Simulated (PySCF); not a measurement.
C3H5FSi. Atoms are numbered in the order given.

```xyz
10

F      2.6798     0.1091    -0.6142
C      1.6336     0.8911    -0.2896
C      0.5711     0.4429     0.3359
C     -0.5267     0.0206     0.9154
Si    -2.0103    -0.6216    -0.0542
H      1.7646     1.9348    -0.5922
H     -0.5821     0.0354     2.0153
H     -3.2152     0.1972     0.2708
H     -2.2925    -2.0349     0.3324
H     -1.7169    -0.5387    -1.5102
```
Charge 0, spin multiplicity 1.

Coordinates come from a B3LYP-D3(BJ)/def2-SVP optimisation. The structure was generated by enumeration, and PubChem lists no compound with its InChIKey, so it may never have been made.

All values below come from TDDFT-PBE/def2-SVPD run with PySCF 2.14.0.

Vertical excitations. Isolated molecule, no solvent.

### Question
Estimate the UV-visible absorptions. (Estimate from the structure and the level; the computed values follow.)

### Answer

```
state  energy (eV)  λ (nm)      f                                                              main pairs
-----  -----------  ------  -----  ----------------------------------------------------------------------
S1            4.16     298  0.001                                                         HOMO→LUMO 100 %
S2            5.80     214  0.001                                                       HOMO→LUMO+2 100 %
S3            6.05     205  0.000                    HOMO−1→LUMO 44 %, HOMO→LUMO+1 36 %, HOMO→LUMO+4 10 %
S4            6.43     193  0.008                                                        HOMO−2→LUMO 95 %
S5            6.45     192  0.000                                                        HOMO→LUMO+3 98 %
S6            6.50     191  0.408  HOMO→LUMO+4 38 %, HOMO−1→LUMO 25 %, HOMO→LUMO+1 14 %, HOMO−3→LUMO 13 %
S7            6.55     189  0.003                                                      HOMO−1→LUMO+1 97 %
S8            6.70     185  0.006                                                        HOMO→LUMO+5 85 %
S9            6.91     180  0.119  HOMO−3→LUMO 35 %, HOMO→LUMO+4 25 %, HOMO→LUMO+1 18 %, HOMO→LUMO+5 10 %
S10           6.96     178  0.012                                                      HOMO−1→LUMO+2 90 %
T1            3.72     333      0                                                         HOMO→LUMO 100 %
T2            4.25     291      0                                                        HOMO−1→LUMO 85 %
T3            4.51     275      0                                                        HOMO→LUMO+1 85 %
T4            5.68     218      0                                                       HOMO→LUMO+2 100 %
```
Triplets are in the Tamm–Dancoff approximation, which puts them higher than full response would, so one can lie above its singlet here.
